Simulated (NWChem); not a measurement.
System: Si2H5F; SMILES F[SiH2][SiH3]

The following NWChem deck was run.

```
start job
memory heap 200 mb stack 900 mb global 1100 mb
geometry units angstroms noautosym nocenter noautoz
  Si    -0.196719    -1.501382    -0.002778
  Si     0.506834     0.742590    -0.005944
  F     -0.816175     1.722533     0.013552
  H      1.022669    -2.386445    -0.022231
  H     -1.032997    -1.795408    -1.218088
  H     -0.999170    -1.802669     1.233379
  H      1.338771     1.050912     1.209421
  H      1.307376     1.057257    -1.240616
end
basis spherical
  Si library 6-31g*
  F library 6-31g*
  H library 6-31g*
end
dft
  xc m05-2x
  iterations 150
end
cosmo
  do_cosmo_smd true
  solvent hexane
end
task dft energy
```

NWChem printed, in part:

```
             Northwest Computational Chemistry Package (NWChem) 7.3.0
             --------------------------------------------------------

                             Geometry "geometry" -> ""
                             -------------------------

 Output coordinates in angstroms (scale by  1.889725989 to convert to a.u.)

  No.       Tag          Charge          X              Y              Z
 ---- ---------------- ---------- -------------- -------------- --------------
    1 Si                  14.0000    -0.19671900    -1.50138200    -0.00277800
    2 Si                  14.0000     0.50683400     0.74259000    -0.00594400
    3 F                    9.0000    -0.81617500     1.72253300     0.01355200
    4 H                    1.0000     1.02266900    -2.38644500    -0.02223100
    5 H                    1.0000    -1.03299700    -1.79540800    -1.21808800
    6 H                    1.0000    -0.99917000    -1.80266900     1.23337900
    7 H                    1.0000     1.33877100     1.05091200     1.20942100
    8 H                    1.0000     1.30737600     1.05725700    -1.24061600

 Effective nuclear repulsion energy (a.u.)     150.1031701559

                                 NWChem DFT Module
                                 -----------------

 Summary of "ao basis" -> "ao basis" (spherical)
 ------------------------------------------------------------------------------
       Tag                 Description            Shells   Functions and Types
 ---------------- ------------------------------  ------  ---------------------
 Si                          6-31g*                  8       18   4s3p1d
 F                           6-31g*                  6       14   3s2p1d
 H                           6-31g*                  2        2   2s

 in cosmo_initialize ...
 calling solv_data for solv:hexane

 solvent parameters
 solvname_short: hexane
 solvname_long:  n-hexane
 dielec:        1.8819
 dielecinf:     1.8903
 nonaqueous SMD model solvent descriptors
 dielec:        1.8819
 sola:          0.0000
 solb:          0.0000
 solc:          0.0000
 solg:         25.7500
 solh:          0.0000
 soln:          1.3749

          ---------------
          -cosmo- solvent
          ---------------
 Cosmo: York-Karplus, doi: 10.1021/jp992097l
 dielectric constant -eps-     =   1.88
 screen = (eps-1)/(eps    )    =   0.46862
 surface charge correction     = lagrangian

   van der Waals surface
 --------------------------

 ---------- ATOMIC COORDINATES (A.U.) ------------ VDWR(ANG.) --
     1   -0.37174501   -2.83720058   -0.00524966     2.470
     2    0.95777738    1.40329162   -0.01123253     2.470
     3   -1.54234711    3.25511538    0.02560957     1.730
     4    1.93256419   -4.50972714   -0.04201050     1.200
     5   -1.95208128   -3.39282916   -2.30185255     1.200
     6   -1.88815752   -3.40655046    2.33074835     1.200
     7    2.52991035    1.98593572    2.28547429     1.200
     8    2.47058240    1.99792603   -2.34442430     1.200
 number of segments per atom =        128
 number of   points per atom =        128
 atom (   nspa,  nppa )
 ----------------------
    1 (     94,     0 )       0
    2 (     81,     0 )       0
    3 (     67,     0 )       0
    4 (     34,     0 )       0
    5 (     35,     0 )       0
    6 (     33,     0 )       0
    7 (     34,     0 )       0
    8 (     33,     0 )       0
 number of -cosmo- surface points =      411
 molecular surface =    125.994 angstrom**2
 molecular volume  =    110.893 angstrom**3
 -lineq- algorithm             =   0
 -bem- low  level              =   3
 -bem- from -octahedral-
 gaussian surface charge width =   4.50000
 degree of switching           =   1.00000
 switching function tolerance  =   0.00010
 atomic radii =
 --------------
    1 14.000  2.470
    2 14.000  2.470
    3  9.000  1.730
    4  1.000  1.200
    5  1.000  1.200
    6  1.000  1.200
    7  1.000  1.200
    8  1.000  1.200
 ...... end of -cosmo- initialization ......

 nat:                     8
 ixmem:                  3618
 calling mnsol_interface()
 G(SMD-CDS) energy (kcal/mol)  =    -0.262
 SMD-CDS SASA (angstrom**2)    =   139.742

[...]

                                COSMO-SMD solvation results
                                ---------------------------

             internal energy in gas <Psi(g)|H|Psi(g)> =      -681.792325711912
         internal energy in solvent <Psi(s)|H|Psi(s)> =      -681.792263537885
                               delta internal energy  =         0.000062174027 (    0.04 kcal/mol)
   total free energy in solvent <Psi(s)|H+V/2|Psi(s)> =      -681.793575782673
 polarization energy contribution <Psi(s)|V/2|Psi(s)> =        -0.001312244788 (   -0.82 kcal/mol)
    total free energy in solvent including G(SMD-CDS) =      -681.793992519715
                       G(SMD-CDS) energy contribution =        -0.000416737043 (   -0.26 kcal/mol)
     1 M fixed-concentration free energy of solvation =        -0.001666807803 (   -1.05 kcal/mol)

                       DFT Final Molecular Orbital Analysis
                       ------------------------------------

 Vector   19  Occ=2.000000D+00  E=-4.123575D-01
              MO Center=  1.7D-01, -1.9D+00, -1.0D-02, r^2= 2.2D+00
   Bfn.  Coefficient  Atom+Function         Bfn.  Coefficient  Atom+Function
  ----- ------------  ---------------      ----- ------------  ---------------
     7      0.391374  1 Si px                52      0.310513  4 H  s
    51      0.273336  4 H  s                  3     -0.161825  1 Si px
    54     -0.150913  5 H  s                 56     -0.150186  6 H  s
    53     -0.134998  5 H  s                 55     -0.134326  6 H  s
     8     -0.120251  1 Si py                11      0.089572  1 Si px

 Vector   20  Occ=2.000000D+00  E=-3.965461D-01
              MO Center=  3.8D-01,  1.0D-01, -5.4D-03, r^2= 4.7D+00
   Bfn.  Coefficient  Atom+Function         Bfn.  Coefficient  Atom+Function
  ----- ------------  ---------------      ----- ------------  ---------------
    27      0.305171  2 Si pz                58      0.263795  7 H  s
    60     -0.263821  8 H  s                  9     -0.233532  1 Si pz
    57      0.194885  7 H  s                 59     -0.194896  8 H  s
    54      0.182046  5 H  s                 56     -0.182263  6 H  s
    41     -0.172507  3 F  pz                53      0.143454  5 H  s

 Vector   21  Occ=2.000000D+00  E=-3.484648D-01
              MO Center=  1.8D-01, -3.2D-01, -4.5D-03, r^2= 3.2D+00
   Bfn.  Coefficient  Atom+Function         Bfn.  Coefficient  Atom+Function
  ----- ------------  ---------------      ----- ------------  ---------------
     8      0.401059  1 Si py                26     -0.351514  2 Si py
    25     -0.192352  2 Si px                40      0.168133  3 F  py
     4     -0.155395  1 Si py                58     -0.153592  7 H  s
    60     -0.153578  8 H  s                 44      0.137650  3 F  py
    22      0.133215  2 Si py                12      0.127302  1 Si py

 Vector   22  Occ=0.000000D+00  E= 2.691010D-02
              MO Center=  2.8D-01,  1.3D-01, -4.5D-03, r^2= 4.6D+00
   Bfn.  Coefficient  Atom+Function         Bfn.  Coefficient  Atom+Function
  ----- ------------  ---------------      ----- ------------  ---------------
    30      0.642692  2 Si py                10      0.497945  1 Si s
    29     -0.494117  2 Si px                52      0.453901  4 H  s
    12      0.391985  1 Si py                28     -0.390658  2 Si s
    42     -0.367675  3 F  s                 11     -0.347057  1 Si px
    54     -0.289852  5 H  s                 56     -0.288668  6 H  s

 Vector   23  Occ=0.000000D+00  E= 6.361737D-02
              MO Center=  1.5D-01, -8.1D-01, -6.1D-03, r^2= 4.5D+00
   Bfn.  Coefficient  Atom+Function         Bfn.  Coefficient  Atom+Function
  ----- ------------  ---------------      ----- ------------  ---------------
    13      0.982345  1 Si pz                54      0.755095  5 H  s
    56     -0.756195  6 H  s                 58     -0.421749  7 H  s
    60      0.421566  8 H  s                 31      0.386854  2 Si pz
     9      0.259423  1 Si pz                27      0.192896  2 Si pz
    53      0.120376  5 H  s                 55     -0.120511  6 H  s

 Vector   24  Occ=0.000000D+00  E= 7.013414D-02
              MO Center=  2.4D-02, -1.1D+00, -4.4D-03, r^2= 6.4D+00
   Bfn.  Coefficient  Atom+Function         Bfn.  Coefficient  Atom+Function
  ----- ------------  ---------------      ----- ------------  ---------------
    12      1.441891  1 Si py                28     -1.359255  2 Si s
    10      1.039133  1 Si s                 30      0.947615  2 Si py
    29      0.554418  2 Si px                11      0.408604  1 Si px
    24     -0.397343  2 Si s                 26      0.272837  2 Si py
     8      0.187200  1 Si py                 6      0.165740  1 Si s

     Multipole analysis of the density
     ---------------------------------

     L   x y z        total         alpha         beta         nuclear
     -   - - -        -----         -----         ----         -------
     0   0 0 0     -0.000000    -21.000000    -21.000000     42.000000

     1   1 0 0      0.483398      1.533625      1.533625     -2.583853
     1   0 1 0     -0.388082     -1.142075     -1.142075      1.896068
     1   0 0 1     -0.007144      0.032593      0.032593     -0.072329

     2   2 0 0    -25.830786    -42.816266    -42.816266     59.801746
     2   1 1 0      1.229037     -0.734507     -0.734507      2.698051
     2   1 0 1      0.008246      0.242841      0.242841     -0.477437
     2   0 2 0    -27.768296   -157.392264   -157.392264    287.016232
     2   0 1 1     -0.021092     -0.336726     -0.336726      0.652359
     2   0 0 2    -25.346791    -23.403621    -23.403621     21.460451
```

Level: M05-2X/6-31G* (spherical d), SMD on the gas-phase geometry. Geometry: optimised at PBE-D3(BJ)/def2-SVP. Solvent: n-hexane.
